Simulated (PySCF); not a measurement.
Vertical excitation energies

Species: C6H5FSi.
InChI=1S/C6H5FSi/c1-3-5-6(7)8-4-2/h1-2,5H,8H2/b6-5-

Theory: PySCF, TDDFT wB97X-D/def2-SVPD, vertical, gas phase, core orbitals frozen in the response. Geometry: GFN2-xTB, one conformer, isolated molecule. Torsions of this conformer, `[CH:1]#[C:2]/[CH:3]=[C:4](/[F:5])[SiH2:6][C:7]#[CH:8]`: C3–C4–Si6–C7 -72°.

```csv
state,E (eV),λ (nm),f,|μ| (D),"main configurations (H = HOMO, L = LUMO)"
S1,5.35,231.8,0.254,3.54,H→L (88%)
S2,5.48,226.2,0.0091,0.66,"H-1→L (72%), H-3→L (18%)"
S3,5.94,208.7,0.0006,0.17,"H→L+4 (38%), H→L+1 (32%), H→L+2 (13%)"
S4,6.09,203.6,0.0003,0.11,"H-2→L+1 (34%), H-2→L (17%), H-3→L+2 (10%)"
S5,6.31,196.4,0.0033,0.37,"H-2→L+1 (29%), H-3→L (21%), H-3→L+2 (12%)"
S6,6.36,195.0,0.0011,0.21,"H-3→L+1 (24%), H-2→L+2 (19%), H-1→L+1 (17%)"
S7,6.76,183.5,0.0010,0.20,"H→L+2 (57%), H→L+1 (26%)"
S8,6.82,181.8,0.011,0.67,"H-3→L (28%), H-5→L (20%), H-3→L+2 (9%)"
```

Triplets, Tamm–Dancoff:

| state | E (eV) | λ (nm) | main configurations (H = HOMO, L = LUMO) |
| --- | --- | --- | --- |
| T1 | 3.33 | 372.4 | H→L (91%) |
| T2 | 5.10 | 242.9 | H-2→L+2 (22%), H-3→L+1 (18%), H-1→L (14%) |
| T3 | 5.21 | 237.9 | H-1→L (51%), H-3→L (20%) |

The lowest singlet comes at 232 nm (516 kJ/mol) in the ultraviolet; it is strong; its leading configuration is HOMO→LUMO (88%). The lowest level is also the most intense of those listed (f = 0.254). Löwdin shares by element: HOMO carbon 83% or more (atoms not listed hold the other 17%); LUMO carbon 70% or more (atoms not listed hold the other 30%). Orbital energies (eV): HOMO-3 -10.46, HOMO-2 -10.31, HOMO-1 -10.11, HOMO -8.95, LUMO 0.34, LUMO+1 1.53, LUMO+2 1.66. Of the 8 states listed, 2 reach f = 0.01 and 1 stays under 0.0005. The oscillator strengths of these states sum to 0.281; summed over the whole spectrum of an exact calculation they would give the number of electrons, 64 (Thomas–Reiche–Kuhn). Only the lowest 8 singlets were computed, as vertical energies without vibronic structure.
